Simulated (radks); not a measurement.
Results of a calculation; reference values are marked as such.
Problem. These are the eigenvalues of the occupied orbitals of an atom or ion with whole-number occupations (hartree). Code: a radial shooting solver on a logarithmic mesh with Libxc functionals. Model: scalar-relativistic Kohn-Sham, SCAN, spin-polarised, spherical densities, finite nucleus; meta-GGA in the generalised Kohn-Sham scheme; Fermi nuclear charge, rms radius of each element as measured or else 0.836 A^(1/3) + 0.57 fm.

orbital  eigenvalue
1s        -695.1067
2s        -99.76396
2p        -89.22319
3s        -18.80409
3p        -15.32166
3d         -9.66443
4s         -4.44165
4p         -3.48633

Which element is it, and in what charge state? The configuration may be excited. Open shells, if any, are filled with parallel spins first.

Solution. Z = 41, niobium, charge +5: Nb5+ in [Kr]. The list shows which subshells hold electrons but not how many an open one holds; the 1s level, -695.11 hartree, gives Z - s = 37.3 by -(Z - s)^2/2, which with screening and relativity narrows Z to a few neighbours, and the depths of the outer levels then fix element, charge and occupations together.
